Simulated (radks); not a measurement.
The numbers below are computed, except where a source is named.
Valence configurations of Ta II (all share [Xe]). Level of theory: scalar-relativistic Kohn-Sham, BLYP, spin-unpolarised, spherical densities, point nucleus (a radial shooting solver on a logarithmic mesh with Libxc functionals). Energies are relative to 4f14 5d3 6s1; eigenvalues in eV.

valence,E (eV),e(4f),e(5d),e(6p),e(6s)
4f14 5d2 6s2,-0.847,-34.243,-11.977,-,-12.444
4f14 5d3 6s1,0.000,-31.713,-10.399,-,-11.613
4f14 5d2.5 6s1 6p0.5,2.090,-33.677,-11.780,-7.198,-12.465
4f14 5d2 6s1 6p1,4.595,-35.730,-13.206,-7.764,-13.314
4f14 5d3 6p1,5.099,-33.154,-11.605,-7.288,-
4f13.5 5d3.5 6s1,11.580,-35.963,-11.049,-,-11.812
4f13.5 5d2 6s1.5 6p1,17.103,-41.531,-14.863,-8.126,-13.987
4f13 5d3 6s2,25.122,-43.090,-13.442,-,-12.874
4f12 5d5 6s1,57.602,-49.473,-12.951,-,-12.299
4f12 5d3 6s1 6p2,73.720,-58.550,-19.435,-9.276,-15.888

NIST lists [Xe] 4f14 5d3 6s1 as the ground configuration; this level of theory puts 4f14 5d2 6s2 lower, by 0.847 eV. The energies are those of spherical spin-averaged densities, not of single terms.
